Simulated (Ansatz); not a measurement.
Consider the ligand exchange at the Si–O bond: `[SiH3][O][In]([Cl])[O][SiH3]` + `BC[SiH2]S` → `BC[SiH2]S[SiH3]` + `[OH][In]([Cl])[O][SiH3]`.

Calculated with Ansatz (gas phase, PBE0-D4/def2-TZVP geometries, no zero-point term in ΔE). CCSD(T)/CBS adds triple-zeta CCSD(T) − MP2 to the extrapolated MP2 energy (def2 sets, frozen cores). DFT in def2-TZVPP. def2 core potentials past Kr. For In outer-core shells are correlated without core-valence functions, which leaves a few kJ/mol of doubt a bond. One conformer a species, not always the lowest.

| level | ΔE (kJ/mol) |
| --- | --- |
| ωB97M-V | 34.4 |
| CCSD/CBS(def2) | 44.1 |

(1) What does CCSD(T)/CBS give? (Estimate.)

Largest T1 diagnostic among the species: 0.015.

## Answers

(1) Ansatz gave: +37.5 kJ/mol. The listed levels differ from it by -3.1, 6.6 kJ/mol.

The D4 term adds −12.5 kJ/mol with B3LYP and −6.4 kJ/mol with PBE0; it sums over pairs of atoms, weighted by their polarisabilities, and B3LYP, whose exchange is more repulsive, gets the larger term. From PBE to PBE0 (25 % exact exchange), in def2-TZVPP and without D4, ΔE moves by +6.2 kJ/mol. In def2-TZVPP, CCSD(T) changes the Hartree–Fock value by −36.6 kJ/mol (the triples alone add −6.6 kJ/mol) and MP2 by −41.5 kJ/mol.

B3LYP here is the variant with VWN-RPA as its local correlation; programs differ in this.
